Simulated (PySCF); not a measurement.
Species: C4H8N, charge 0, multiplicity 2. It need not be the lowest isomer of its formula. 
Coordinates optimised at B3LYP-D3(BJ)/def2-TZVP (Ansatz):
```xyz
13

C     -1.5300     0.2216     0.0210
C     -0.6733    -0.9781     0.2799
C      0.5469    -0.0127     0.3631
C     -0.3691     1.1582    -0.1032
N      1.6343    -0.3311    -0.5484
H     -2.5936     0.3469    -0.1251
H     -0.5887    -1.6690    -0.5686
H     -0.8892    -1.5695     1.1758
H      0.8648     0.1286     1.4034
H     -0.3731     2.0545     0.5258
H     -0.1420     1.4681    -1.1313
H      2.1041    -1.1830    -0.2605
H      2.3305     0.4069    -0.5457
```
Charge 0, spin multiplicity 2.

Dispersion corrections to the total energy (kcal/mol) from the dftd3 and dftd4 libraries through PySCF: D3(BJ) without and D4 with the three-body term, each with the damping fitted for the functional named.

```tsv
functional	D3(BJ)	D4
PBE	-5.99	___
TPSSh	-6.71	-6.92
B2PLYP	-4.46	-3.91
CAM-B3LYP	-4.30	___
TPSS	-7.39	-7.62
HF	___	-21.79
BHLYP	-7.54	-6.05
```

Problem. Some entries are withheld; supply them.

Solution. 
- PBE, D4: -5.62
- CAM-B3LYP, D4: -4.63
- HF, D3(BJ): -46.96
